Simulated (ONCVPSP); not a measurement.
# Potentials for Zn compared

Generated with ld1.x 7.5 (TM, RRKJ, ultrasoft, PAW), atompaw 4.2 or ONCVPSP 4.0.1. The cutoff is in Ry: for ld1.x and atompaw files where the sum of valence levels is converged to 10 mRy in a Bessel basis, for ONCV files where the hardest occupied wave has 1 mHa per electron of residual kinetic energy. The error is the largest all-electron minus pseudo excitation energy over each file’s own four to seven test configurations (ionisations up to +4, promotions, holes and added fractions of an electron), all of which were solved. The labels leave out finer settings (local radius, basis sizes, second energies), which also bear on the numbers. Spin-polarised tests are not counted. The rows are a selection from randomly drawn settings: files with unsolved tests, undetermined cutoffs or missed reference levels are left out.

A true bound ghost makes a file unfit for plane-wave use even where its test errors are small: the radial tests pick states by their node count and pass the ghost by.

| potential | cutoff (Ry) | largest error (meV) | bound ghosts |
| --- | --- | --- | --- |
| ONCV, PBE, scalar-relativistic, rc 1.05/0.85/1.35/1.10 (spdf), local smoothed, core correction yes, reference 3s2 3p6 3d10, qcut 12.9/13.3/12.6/9.2, projectors 2/1/2/2 | 121 | +46 | none |
| ONCV, PBEsol, fully relativistic, rc 1.20/1.30/0.70 (spd), local smoothed, core correction yes, reference 3s2 3p6 3d10 4s2, qcut 8.7/12.3/14.6, projectors 3/2/1 | 861 | +3.1 | none |
| ONCV, PBE, scalar-relativistic, rc 1.75/1.60/0.80/1.90 (spdf), local d, core correction no, reference 3d10 4s1, qcut 2.9/4.9/23.6/6.4, projectors 2/2/0/2 | 352 | -191 | s, p |
| ONCV, PBE, fully relativistic, rc 1.25/1.10/0.95 (spd), local smoothed, core correction yes, reference 3s2 3p6 3d10 4s1.75, qcut 7.8/10.5/19.8, projectors 2/1/2 | 257 | +1.8 | none |
| ONCV, Wu-Cohen, fully relativistic, rc 1.65/1.70/1.40 (spd), local smoothed, core correction yes, reference 3d10 4s2, qcut 3.6/4.5/12.2, projectors 2/2/2 | 113 | +64 | none |

Task: Fill in the row for Zn: ONCV, PBE, scalar-relativistic, rc 1.10/1.00/1.35 (spd), local smoothed, core correction no, reference 3s2 3p6 3d10 4s2, qcut 11.4/11.5/9.8, projectors 2/2/2.

Result: cutoff 99 Ry, largest error +81 meV, bound ghosts: none.
